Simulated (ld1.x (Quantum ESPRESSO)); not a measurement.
# iridium (Ir): variants of one TM potential

Base potential:

iridium, norm-conserving Troullier–Martins (Kleinman–Bylander form), made with ld1.x (Quantum ESPRESSO) 7.5 (LDA (PZ), scalar-relativistic). Core [Xe] 4f14, reference 5d7 6s0.5 6p0 (charge +1.5). Waves: 6p (bound, empty): rc 2.50 bohr; 5d (bound): rc 1.65 bohr; 6s (bound): rc 2.40 bohr. Local part: the s channel. Core correction: a·sin(br)/r model core inside 0.85 bohr.

All-electron outer shells of the reference configuration (LDA (PZ), scalar-relativistic, ld1.x):

```tsv
shell	level (eV)	outermost node (bohr)	outermost maximum (bohr)
5p	-67.92	0.54	1.01
5d	-20.05	0.59	1.29
6s	-17.84	1.17	2.30
6p	-10.78	1.37	2.91
```

Cutoffs, loose and tight: the cutoffs (Ry, on a coarse ladder) from which the occupation-weighted sum of valence levels, in a spherical-Bessel basis at the reference potential, stays within 10 and 1 mRy of its value at 400 Ry. They do not see the model core or the augmentation charge, which bear on the density cutoff. Test errors are all-electron minus pseudo excitation energies from the reference, over the configurations 5d7 6s2 6p0; 5d7 6s1 6p0; 5d7 6s0 6p0; 5d6 6s0 6p0; 5d8 6s1 6p0; 5d7 6s0 6p2; 5d7 6s0 6p1 (two spin-polarised tests are not counted in the largest error). A dash means not determined; rows that change the core or the reference have their own tests. The largest error is taken over the tests solved by every variant that gives reliable tests at all: 5d7 6s0 6p0; 5d7 6s0 6p1; 5d7 6s0 6p2; 5d7 6s1 6p0; 5d7 6s2 6p0; 5d8 6s1 6p0.

A true bound ghost makes a file unfit for plane-wave use even where its test errors are small: the radial tests pick states by their node count and pass the ghost by.

```tsv
change	outcome	cutoff, loose	cutoff, tight	bound ghosts	largest test error (meV)
base	generated	40 Ry	55 Ry	none	-45
reference 5d7.5 6s1.5 6p0	generated	40 Ry	50 Ry	none	-238
functional PBE	generated	40 Ry	55 Ry	none	-47
wave 5d (bound): rc 1.65 bohr becomes 5d (bound): rc 1.04 bohr	generated	160 Ry	260 Ry	none	-46
core correction a·sin(br)/r model core inside 1.34 bohr	generated	40 Ry	55 Ry	none	-45
wave 6s (bound): rc 2.40 bohr becomes 6s (bound): rc 2.08 bohr	generated	40 Ry	55 Ry	none	-42
wave 6p (bound): rc 2.50 bohr becomes 6p (bound): rc 3.18 bohr	generated	40 Ry	55 Ry	none	-45
reference 5d7 6s1.75 6p0	generated	40 Ry	50 Ry	none	-147
wave 5d (bound): rc 1.65 bohr becomes 5d (bound): rc 2.30 bohr	generated	35 Ry	40 Ry	none	-45
```

Task: What comes out with this change to the base: type RRKJ; local potential all-electron potential smoothed inside 1.80 bohr (lloc = -2); rho0 0.005?

Result: outcome: generated; cutoff, loose: 40 Ry; cutoff, tight: 70 Ry; bound ghosts: s; largest test error (meV): +25.

Task: What comes out with this change to the base: local potential all-electron potential smoothed inside 2.10 bohr (lloc = -2)?

Result: outcome: generated; cutoff, loose: 40 Ry; cutoff, tight: 50 Ry; bound ghosts: none; largest test error (meV): -13.
